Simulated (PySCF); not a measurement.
Isomers of C3H11BBrN, from PBE0-D3(BJ)/def2-SVP geometry optimisation, gas phase in PySCF. One conformer each, no zero-point energy, no frequencies.

Task: Which is lower in electronic energy at this level?
A. `C[N+](C)(C)[BH2-]Br`: A = 4596, B = 1133, C = 1125 MHz, dipole 6.34 D
B. `[CH3:1][CH2:2][CH2:3][B@@H-:4]([NH3+:5])[Br:6]` with C1–C2–C3–B4 179°, C2–C3–B4–N5 180°: A = 3099, B = 1098, C = 854.0 MHz, dipole 6.19 D

Result: B. That is `[B@@H-]([NH3+])(CCC)Br`, 20.5 kcal/mol below the other.

```tsv
SMILES	mapped SMILES	E (Eh)	relative (kcal/mol)	relative (kJ/mol)	dipole (D)
CCC[B@@H-]([NH3+])Br	[CH3:1][CH2:2][CH2:3][B@@H-:4]([NH3+:5])[Br:6]	-2773.78354	0.0	0.0	6.19
C[N+](C)(C)[BH2-]Br	[CH3:1][N+:2]([CH3:3])([CH3:4])[BH2-:5][Br:6]	-2773.75081	20.5	85.9	6.34
```

As drawn, the lower has an N–H bond, which the higher lacks.
